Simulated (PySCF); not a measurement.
## What PySCF settings do for H2MoO3

Base input, run as `OMP_NUM_THREADS=1 python input.py` with PySCF 2.14:

```python
from pyscf import gto, scf, mp

mol = gto.M(
    atom='Mo 0.0177 -0.0032 0.0152; O 1.656 -0.1339 -0.2696; O -0.7012 1.6979 0.1995; O -0.8901 -1.6094 0.1056; H -0.4838 2.6375 0.193; H -1.7283 -2.0706 0.226',
    basis='lanl2dz',
    ecp={'Mo': 'lanl2dz'},
    charge=0,
    spin=0,
    verbose=4,
)
mf = scf.RHF(mol)
mf.kernel()
mp.MP2(mf, frozen=3).kernel()
mf.dip_moment()
print('orbital energies (hartree):', mf.mo_energy[..., max(0, mol.nelec[1]-3):mol.nelec[0]+3].round(4))
```

Base result: E(SCF) = -292.596693 Eh, 15 cycles, E(MP2) − E(SCF) = -0.61877 Eh, μ(SCF) = 3.78 D. 

It ran on Arm Neoverse N1 (1 thread, shared host) in 2 s, peak memory 0.13 GiB.

Each row names what differs from the base; energies in brackets are changes from the base.

| change | result | wall time (s) |
| --- | --- | --- |
| second-order solver: off → on | E(SCF) = -292.596693 Eh (+0.0000 eV), 4 cycles, E(MP2) − E(SCF) = -0.61877 Eh, μ(SCF) = 3.78 D | 2.2 |
| geometry: coordinates × 1 → coordinates × 1.25 | E(SCF) = -292.286433 Eh (+8.4426 eV), E(MP2) − E(SCF) = -0.66081 Eh, μ(SCF) = 2.25 D | 2.2 |
| geometry: coordinates × 1 → coordinates × 1.12 | E(SCF) = -292.503640 Eh (+2.5321 eV), E(MP2) − E(SCF) = -0.67617 Eh, μ(SCF) = 3.86 D | 2 |
| functional: none (Hartree–Fock) → o3lyp; SCF type: RHF → RKS; step after the SCF: mp2 → analyze | E(SCF) = -294.443364 Eh, 14 cycles, μ(SCF) = 3.22 D | 8 |
| core potential: on → off [unsound on purpose] | E(SCF) = -877.910712 Eh, 10 cycles, E(MP2) − E(SCF) = -0.31351 Eh, μ(SCF) = 7.20 D | 1.7 |
| functional: none (Hartree–Fock) → blyp; SCF type: RHF → RKS; step after the SCF: mp2 → analyze | E(SCF) = -294.402362 Eh, μ(SCF) = 3.20 D | 8.4 |
| spin (2S): 0 → 70 [unsound on purpose] [runs as restricted open-shell] | stops with AssertionError | 0.89 |
| basis set: lanl2dz → sto-3g; core potential: on → off; frozen orbitals: 3 → 17 | E(SCF) = -4158.709861 Eh, 13 cycles, E(MP2) − E(SCF) = -0.36858 Eh, μ(SCF) = 2.17 D | 1.9 |
| spin-free X2C: off → on [unsound on purpose] | stops with NotImplementedError | 1 |
| basis set: lanl2dz → crenbl; frozen orbitals: 3 → 0 [with its own core potential] | E(SCF) = -115.595764 Eh, 14 cycles, E(MP2) − E(SCF) = -0.76709 Eh, μ(SCF) = 3.90 D | 3.6 |
